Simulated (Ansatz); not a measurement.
A nudged elastic band was laid between two geometries of H2 + H2O2Zn (7 atoms, charge 0, multiplicity 1).

Computed with Ansatz, RKS B3LYP-D4/def2-SVP.

| Quantity | Value |
| --- | --- |
| movable images | 6 |
| climbing image | no |
| spring | 5.0 eV/Å² |
| optimiser | quadratic models (default) |
| start path | through a guess of the saddle point |
| force threshold | 0.05 eV/Å |
| iteration limit | 60 |
| end points | relaxed |

Image 0:

```xyz
7
Properties=species:S:1:pos:R:3
Zn -0.510 -0.011 -0.167
O -0.268 0.321 1.567
H -0.507 -0.414 2.147
O -0.830 -0.197 -1.900
H -0.054 -0.456 -2.416
H 2.615 -0.813 1.818
H 1.932 -0.471 1.779
```

Image 7:

```xyz
7
Properties=species:S:1:pos:R:3
Zn 1.347 -0.290 0.021
O -0.057 0.042 1.702
H -0.696 -0.044 0.948
O -0.332 -0.402 -0.716
H -0.499 -0.334 -1.661
H 2.862 -0.318 0.235
H -0.247 -0.694 2.299
```

(1) What changes between the two ends?

(2) Give the energies along the band, and the barrier.

(3) What is the geometry of the highest image?

Results:

(1) Bonds broken: H6–H7. Bonds formed: Zn1–H6, O2–H7. H2 + H2O2Zn becomes H4O2Zn.

(2) The forces met the threshold. The highest image is number 3 of 0 to 7, 0.38 eV above the first end and 1.04 eV above the last; the last end lies 0.66 eV below the first. No image climbed, so the highest image needn't sit at the top of the path. The orbitals stay closed-shell, which can raise the energy where a bond breaks towards radicals; this wasn't checked here.

| image | path coordinate (Å) | energy (eV) | H6–H7 (Å) | Zn1–H6 (Å) | O2–H7 (Å) |
| --- | --- | --- | --- | --- | --- |
| 0 | 0.00 | 0.00 | 0.77 | 3.79 | 2.35 |
| 1 | 0.84 | 0.01 | 0.77 | 3.27 | 2.33 |
| 2 | 1.69 | 0.33 | 0.80 | 2.31 | 1.81 |
| 3 | 2.53 | 0.38 | 1.41 | 1.74 | 1.05 |
| 4 | 3.37 | -0.25 | 2.17 | 1.56 | 0.97 |
| 5 | 4.21 | -0.40 | 2.85 | 1.54 | 0.97 |
| 6 | 5.06 | -0.53 | 3.36 | 1.54 | 0.97 |
| 7 | 5.90 | -0.66 | 3.75 | 1.53 | 0.97 |

(3) 
```xyz
7
Properties=species:S:1:pos:R:3
Zn 0.339 -0.252 -0.075
O 0.050 0.194 1.929
H -0.460 -0.451 2.448
O -0.542 -0.244 -1.643
H 0.118 -0.531 -2.293
H 1.856 -0.580 0.700
H 1.016 -0.176 1.762
```

Time of the run: 3.3 min on 1 thread of Arm Neoverse V2, with other jobs on the host, peak memory 0.15 GiB.
